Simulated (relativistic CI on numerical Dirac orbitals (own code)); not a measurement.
Cu³⁺ in a cubic cluster: L2,3 absorption with charge transfer

Computed with a charge-transfer multiplet model of a cubic metal-ligand cluster with up to 2 ligand holes, Slater and spin-orbit integrals from Dirac-Coulomb-Breit ions, Slater integrals scaled by 0.9. The ground state mixes d8 with configurations of k ligand holes L, whose averages lie at kΔ + k(k − 1)U_dd/2; a core hole lowers each added d electron by U_cd. 300 K, Lorentzian 0.4 eV and Gaussian 0.3 eV FWHM.

Atomic integrals in eV (Slater integrals scaled, ζ unscaled), ground: F2dd 12.450, F4dd 7.768, zeta_d 0.110; with the core hole: F2dd 12.450, F4dd 7.768, zeta_d 0.138, zeta_core 13.377, F2cd 7.943, G1cd 6.088, G3cd 3.464.

Cluster parameters (eV): U_dd = 8.4, U_cd = 10.7, 10Dq = 1.1, 10Dq(ligand) = 1.5, V(eg) = 1.5, V(t2g) = -0.75, final-state hopping factor = 0.8.

```
       Case   n_d    d8   d9L  d10L2     S
Δ = -1.6 eV  8.64  0.39  0.57   0.03  1.00
 Δ = 0.4 eV  8.37  0.64  0.35   0.01  1.00
 Δ = 1.4 eV  8.27  0.74  0.25   0.01  1.00
 Δ = 2.4 eV  8.19  0.81  0.18   0.00  1.00
 Δ = 3.4 eV  8.14  0.86  0.14   0.00  1.00
```

Weights, n_d and S are thermal averages at 300 K. Photon energies count from the first peak over 30 % of the highest in each spectrum, which can be another peak from case to case. The parameters are a model scan and need not match a compound or its usual spin state. Peaks in eV (height, largest 100):
- Δ = -1.6 eV: 0.0 (100), 3.8 (18), 6.7 (9), 20.2 (36), 24.1 (6), 25.7 (10)
- Δ = 0.4 eV: 0.0 (100), 2.7 (21), 4.1 (7), 5.1 (13), 20.2 (30), 22.8 (6), 24.1 (14)
- Δ = 1.4 eV: 0.0 (100), 2.5 (20), 3.6 (7), 4.5 (13), 20.2 (25), 22.6 (5), 23.6 (13)
- Δ = 2.4 eV: 0.0 (100), 1.0 (15), 2.8 (14), 4.2 (12), 20.2 (23), 20.9 (18), 22.9 (6), 23.5 (9)
- Δ = 3.4 eV: 0.0 (100), 1.6 (16), 3.2 (10), 4.3 (11), 20.2 (24), 21.3 (21), 23.8 (6)

For the case Δ = 0.4 eV, Δ = 0.4 eV is smaller than U_dd = 8.4 eV, the charge-transfer side of the Zaanen-Sawatzky-Allen scheme. With the core hole the configuration with one ligand hole lies at Δ + U_dd − U_cd = -3.9, -1.9, -0.9, 0.1, 1.1 eV from the one without, in the order of the table; where this is negative the screened configuration lies lower, though the effective hopping of about 1.5 eV (from the holes of the mixed ground state) mixes the two strongly wherever it is as large as the gap.
